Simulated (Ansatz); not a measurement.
# Energy profile

The step: SiHCl₃O ([OH][Si]([Cl])([Cl])[Cl]) + HF → SiCl₃F ([F][Si]([Cl])([Cl])[Cl]) + H₂O; bonds formed: Si1–F7, O2–H6; bonds broken: Si1–O2, H6–F7 (atoms numbered as in the saddle structure below).

Si1  (-0.444, -0.214, -0.260)
O2  (0.650, 0.470, 0.940)
Cl3  (0.238, -1.630, -1.557)
Cl4  (-1.347, -1.468, 1.152)
Cl5  (-2.022, 0.930, -0.815)
H6  (1.143, 0.973, 0.030)
F7  (0.740, 1.035, -1.102)
H8  (1.043, -0.096, 1.612)
(Å)

Electronic energies by CCSD(T) at an estimated basis limit (MP2 extrapolated from triple and quadruple zeta, plus CCSD(T) − MP2 in triple zeta), on PBE0-D4/def2-TZVP structures; SiH2Cl3OF, singlet; no counterpoise correction. Computed with Ansatz 0.2.0 (basis: def2-TZVPP and def2-QZVPP); correlated methods freeze the cores. Extrapolation: Hartree–Fock as exp(−7.88 √X), correlation as X^−2.97.

(1) Give the profile in kcal/mol, counted from the separated reactants. (An estimate is asked for; the value comes from the calculation.)

T1 diagnostic: at most 0.011.

## Answers

(1) The calculation gives:
```
                                                                                                              point  kcal/mol
separated: SiHCl3O (linked as [OH][Si]([Cl])([Cl])[Cl]; Si1, O2, Cl3, Cl4, Cl5, H8; singlet) + HF (H6, F7; singlet)      0.00
                                                                                                    start structure     -5.70
                                                                                                             saddle     21.98
                                                                                                      end structure    -10.16
 separated: SiCl3F (linked as [F][Si]([Cl])([Cl])[Cl]; Si1, Cl3, Cl4, Cl5, F7; singlet) + H2O (O2, H6, H8; singlet)     -7.83
```

Steps of this kind, hydrogen fluoride cutting a network bond, underlie vapour etching and the fluorination step of atomic layer etching.

For scale, one of the runs: CCSD(T)/def2-TZVPP, 258 basis functions, launched by `ansatz run in.yaml --threads 8 --pin off --events-out ev --progress --plain --max-ram 19148MiB`. The run took 2.4 min on 8 CPU threads of an Intel Xeon (shared host), with 5.7 GiB of host memory at its peak.
